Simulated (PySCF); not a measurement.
# Carbon: a sound run and one with changed settings

Sound run: C(2+) [He] 2s2, C(3+) [He] 2s1. Computed with PySCF 2.14 in pcseg-2, with no relativity, point nucleus. In the sound run the correlated levels freeze 1s2. The sound run starts from symmetry-adapted Hartree-Fock orbitals and uses a fine grid where one is needed.

Changed run: basis STO-3G. This setting is unsound on purpose.

```csv
species,method,sound run (hartree),changed run (hartree),converged
C(2+),UHF,-36.40376,-35.97831,yes
C(2+),PBE0,-36.46624,-36.03082,yes
C(2+),PBE,-36.45529,-36.01618,yes
C(2+),MP2,-36.44539,-36.01050,yes
C(2+),CCSD(T),-36.47514,-36.04086,yes
C(3+),UHF,-34.71930,-34.28507,yes
C(3+),PBE0,-34.73521,-34.29275,yes
C(3+),PBE,-34.72197,-34.27617,yes
```

Ionisation energy of C(2+):

| method | sound run (eV) | changed run (eV) |
| --- | --- | --- |
| UHF | 45.837 | 46.075 |
| PBE0 | 47.104 | 47.295 |
| PBE | 47.166 | 47.348 |
| MP2 | 46.969 | 46.951 |
| SCS-MP2 | 47.196 | 47.127 |
| CCSD | 47.779 | 47.778 |
| CCSD(T) | 47.779 | 47.778 |
| CCSDT | 47.779 | 47.778 |
| FCI | 47.779 | 47.778 |

A minimal basis cannot let orbitals breathe on ionisation and holds almost no correlation.

For comparison, NIST gives 47.888 eV between the lowest levels.
